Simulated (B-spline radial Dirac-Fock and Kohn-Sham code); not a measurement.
## X-ray form factors of bromine in several charge states

Model: configuration-average Dirac-Fock orbitals. Program: a B-spline atomic structure program.

Configurations: Br⁻ [Ar] 3d10 4s2 4p6; Br [Ar] 3d10 4s2 4p5; Br⁺ [Ar] 3d10 4s2 4p4; Br²⁺ [Ar] 3d10 4s2 4p3. The first column is f₀ of Br⁻, the others are differences from it.

```
s (Å⁻¹)     Br⁻    Δ Br   Δ Br⁺  Δ Br²⁺
      0  36.000  -1.000  -2.000  -3.000
   0.05  35.077  -0.788  -1.643  -2.532
    0.1  32.827  -0.380  -0.908  -1.526
   0.15  30.175  -0.085  -0.300  -0.621
    0.2  27.705  +0.039  +0.014  -0.086
   0.25  25.594  +0.061  +0.111  +0.130
    0.3  23.811  +0.045  +0.105  +0.165
   0.35  22.264  +0.024  +0.068  +0.127
    0.4  20.867  +0.008  +0.033  +0.075
   0.45  19.560  -0.001  +0.009  +0.032
    0.5  18.313  -0.005  -0.004  +0.005
    0.6  15.964  -0.005  -0.011  -0.016
    0.7  13.840  -0.003  -0.008  -0.016
    0.8  12.001  -0.001  -0.004  -0.010
    0.9  10.478   0.000  -0.001  -0.004
      1   9.260  +0.001  +0.001  -0.001
    1.1   8.311  +0.001  +0.001  +0.001
    1.2   7.579   0.000  +0.001  +0.001
    1.4   6.574   0.000   0.000  +0.001
    1.6   5.914   0.000   0.000   0.000
```

Values without a named source are computed, but for edge energies of neutral atoms, which are taken from tables.
